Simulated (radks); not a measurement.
Q: The bismuth ion Bi+, 82 electrons, occupied as [Xe] 4f12 5d9.5 6s2 6p4.5 (fractional occupations, a model configuration). Calculated with a radial shooting solver on a logarithmic mesh with Libxc functionals: Dirac Kohn-Sham, PBE, spin-unpolarised, spherical densities, point nucleus; open shells fill j = l - 1/2 first. Some entries of the table are withheld. Estimate them.

orbital,occ.,eigenvalue (hartree),<r> (bohr)
1s1/2,2,-3328.619,0.01578
2s1/2,2,-599.2614,0.06576
2p1/2,2,-575.7158,0.05389
2p3/2,4,-490.4742,0.06294
3s1/2,2,-146.4035,0.1710
3p1/2,2,-135.7926,(1)
3p3/2,4,-116.7059,(2)
3d3/2,4,(3),0.1545
3d5/2,6,(4),0.1595
4s1/2,2,-35.10159,0.3750
4p1/2,2,-30.48863,0.3756
4p3/2,4,-25.70890,0.4093
4d3/2,4,-18.21989,0.4114
4d5/2,6,-17.31908,0.4220
4f5/2,6,-7.62282,0.4251
4f7/2,6,-7.40958,0.4306
5s1/2,2,-6.96670,0.8095
5p1/2,2,-5.31242,0.8552
5p3/2,4,-4.31407,0.9360
5d3/2,4,-1.93239,1.109
5d5/2,5.5,-1.79581,1.143
6s1/2,2,-1.01996,1.944
6p1/2,2,(5),2.278
6p3/2,2.5,(6),2.552

A: 
(1) 3p1/2 <r> (bohr): 0.1615
(2) 3p3/2 <r> (bohr): 0.1780
(3) 3d3/2 eigenvalue (hartree): -99.36423
(4) 3d5/2 eigenvalue (hartree): -95.32216
(5) 6p1/2 eigenvalue (hartree): -0.63015
(6) 6p3/2 eigenvalue (hartree): -0.51111
